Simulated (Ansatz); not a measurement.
[Yb(NH3)6]3+ (YbN6H18³⁺). The state is a doublet with charge 3. Geometry PBE-D4/def2-SVP.

```tsv
atom	x (Å)	y (Å)	z (Å)
Yb1	0.0006	0.0001	0.0013
N2	1.4014	-2.0280	-0.1755
H3	1.9671	-2.2495	0.6654
H4	2.1020	-2.0259	-0.9404
H5	0.8700	-2.9044	-0.3425
N6	-1.4385	2.0007	0.1943
H7	-1.9015	2.2983	-0.6856
H8	-0.9440	2.8592	0.5076
H9	-2.2271	1.9226	0.8644
N10	1.7944	0.9331	1.4220
H11	1.7875	0.6282	2.4138
H12	1.7925	1.9696	1.4926
H13	2.7609	0.7172	1.1120
N14	-1.7871	-0.8930	-1.4538
H15	-2.7434	-0.8478	-1.0533
H16	-1.6784	-1.8952	-1.7052
H17	-1.8912	-0.4270	-2.3754
N18	-1.0594	-0.7942	2.0869
H19	-0.5695	-1.5863	2.5453
H20	-2.0285	-1.1497	1.9749
H21	-1.1482	-0.0954	2.8489
N22	1.0885	0.7817	-2.0744
H23	0.6743	1.6420	-2.4817
H24	1.0861	0.1155	-2.8697
H25	2.0917	1.0284	-1.9722
```

In the def2 sets Yb takes a core potential; there is no spin–orbit coupling. LC-ωPBE has ω = 0.4 bohr⁻¹. With an open 4f shell the SCF may have ended on a state above the lowest. No other spin state of charge 3 was run.

**Question.** Estimate the α-spin orbital energies around the gap (eV) in Ansatz with PBE-D4/def2-SVP, PBE-D4/def2-TZVP, r2SCAN-D4/def2-TZVP, PBE0-D4/def2-TZVP, LC-ωPBE/def2-TZVP.

**Answer.** 
```json
{"orbital": "HOMO−13", "PBE-D4/def2-SVP": "-23.40", "PBE-D4/def2-TZVP": "-23.44", "r2SCAN-D4/def2-TZVP": "-23.85", "PBE0-D4/def2-TZVP": "-25.36", "LC-ωPBE/def2-TZVP": "-28.09"}
{"orbital": "HOMO−12", "PBE-D4/def2-SVP": "-21.54", "PBE-D4/def2-TZVP": "-21.60", "r2SCAN-D4/def2-TZVP": "-23.29", "PBE0-D4/def2-TZVP": "-25.33", "LC-ωPBE/def2-TZVP": "-28.09"}
{"orbital": "HOMO−11", "PBE-D4/def2-SVP": "-21.24", "PBE-D4/def2-TZVP": "-21.26", "r2SCAN-D4/def2-TZVP": "-21.74", "PBE0-D4/def2-TZVP": "-25.27", "LC-ωPBE/def2-TZVP": "-28.02"}
{"orbital": "HOMO−10", "PBE-D4/def2-SVP": "-20.56", "PBE-D4/def2-TZVP": "-20.58", "r2SCAN-D4/def2-TZVP": "-21.74", "PBE0-D4/def2-TZVP": "-25.22", "LC-ωPBE/def2-TZVP": "-28.02"}
{"orbital": "HOMO−9", "PBE-D4/def2-SVP": "-20.55", "PBE-D4/def2-TZVP": "-20.58", "r2SCAN-D4/def2-TZVP": "-21.71", "PBE0-D4/def2-TZVP": "-25.19", "LC-ωPBE/def2-TZVP": "-27.99"}
{"orbital": "HOMO−8", "PBE-D4/def2-SVP": "-20.52", "PBE-D4/def2-TZVP": "-20.55", "r2SCAN-D4/def2-TZVP": "-21.69", "PBE0-D4/def2-TZVP": "-25.11", "LC-ωPBE/def2-TZVP": "-27.98"}
{"orbital": "HOMO−7", "PBE-D4/def2-SVP": "-20.52", "PBE-D4/def2-TZVP": "-20.55", "r2SCAN-D4/def2-TZVP": "-21.65", "PBE0-D4/def2-TZVP": "-25.10", "LC-ωPBE/def2-TZVP": "-27.91"}
{"orbital": "HOMO−6", "PBE-D4/def2-SVP": "-20.41", "PBE-D4/def2-TZVP": "-20.43", "r2SCAN-D4/def2-TZVP": "-21.60", "PBE0-D4/def2-TZVP": "-25.10", "LC-ωPBE/def2-TZVP": "-27.90"}
{"orbital": "HOMO−5", "PBE-D4/def2-SVP": "-20.32", "PBE-D4/def2-TZVP": "-20.34", "r2SCAN-D4/def2-TZVP": "-21.60", "PBE0-D4/def2-TZVP": "-22.98", "LC-ωPBE/def2-TZVP": "-26.13"}
{"orbital": "HOMO−4", "PBE-D4/def2-SVP": "-20.31", "PBE-D4/def2-TZVP": "-20.33", "r2SCAN-D4/def2-TZVP": "-20.97", "PBE0-D4/def2-TZVP": "-22.23", "LC-ωPBE/def2-TZVP": "-25.19"}
{"orbital": "HOMO−3", "PBE-D4/def2-SVP": "-20.30", "PBE-D4/def2-TZVP": "-20.33", "r2SCAN-D4/def2-TZVP": "-20.96", "PBE0-D4/def2-TZVP": "-22.22", "LC-ωPBE/def2-TZVP": "-25.18"}
{"orbital": "HOMO−2", "PBE-D4/def2-SVP": "-19.79", "PBE-D4/def2-TZVP": "-19.82", "r2SCAN-D4/def2-TZVP": "-20.35", "PBE0-D4/def2-TZVP": "-21.63", "LC-ωPBE/def2-TZVP": "-24.54"}
{"orbital": "HOMO−1", "PBE-D4/def2-SVP": "-19.78", "PBE-D4/def2-TZVP": "-19.80", "r2SCAN-D4/def2-TZVP": "-20.33", "PBE0-D4/def2-TZVP": "-21.62", "LC-ωPBE/def2-TZVP": "-24.53"}
{"orbital": "HOMO", "PBE-D4/def2-SVP": "-19.75", "PBE-D4/def2-TZVP": "-19.78", "r2SCAN-D4/def2-TZVP": "-20.25", "PBE0-D4/def2-TZVP": "-21.48", "LC-ωPBE/def2-TZVP": "-24.37"}
{"orbital": "LUMO", "PBE-D4/def2-SVP": "-12.59", "PBE-D4/def2-TZVP": "-12.77", "r2SCAN-D4/def2-TZVP": "-12.90", "PBE0-D4/def2-TZVP": "-12.25", "LC-ωPBE/def2-TZVP": "-9.78"}
{"orbital": "LUMO+1", "PBE-D4/def2-SVP": "-12.36", "PBE-D4/def2-TZVP": "-12.55", "r2SCAN-D4/def2-TZVP": "-12.68", "PBE0-D4/def2-TZVP": "-12.01", "LC-ωPBE/def2-TZVP": "-9.48"}
{"orbital": "LUMO+2", "PBE-D4/def2-SVP": "-12.31", "PBE-D4/def2-TZVP": "-12.49", "r2SCAN-D4/def2-TZVP": "-12.62", "PBE0-D4/def2-TZVP": "-11.96", "LC-ωPBE/def2-TZVP": "-9.40"}
{"orbital": "LUMO+3", "PBE-D4/def2-SVP": "-12.08", "PBE-D4/def2-TZVP": "-12.24", "r2SCAN-D4/def2-TZVP": "-11.68", "PBE0-D4/def2-TZVP": "-11.48", "LC-ωPBE/def2-TZVP": "-9.35"}
{"orbital": "LUMO+4", "PBE-D4/def2-SVP": "-11.06", "PBE-D4/def2-TZVP": "-11.20", "r2SCAN-D4/def2-TZVP": "-10.55", "PBE0-D4/def2-TZVP": "-10.42", "LC-ωPBE/def2-TZVP": "-8.51"}
{"orbital": "LUMO+5", "PBE-D4/def2-SVP": "-11.04", "PBE-D4/def2-TZVP": "-11.19", "r2SCAN-D4/def2-TZVP": "-10.48", "PBE0-D4/def2-TZVP": "-10.38", "LC-ωPBE/def2-TZVP": "-8.46"}
{"orbital": "β HOMO", "PBE-D4/def2-SVP": "-19.41", "PBE-D4/def2-TZVP": "-19.43", "r2SCAN-D4/def2-TZVP": "-20.02", "PBE0-D4/def2-TZVP": "-21.57", "LC-ωPBE/def2-TZVP": "-24.47"}
{"orbital": "β LUMO", "PBE-D4/def2-SVP": "-19.01", "PBE-D4/def2-TZVP": "-19.01", "r2SCAN-D4/def2-TZVP": "-18.59", "PBE0-D4/def2-TZVP": "-16.06", "LC-ωPBE/def2-TZVP": "-15.27"}
```
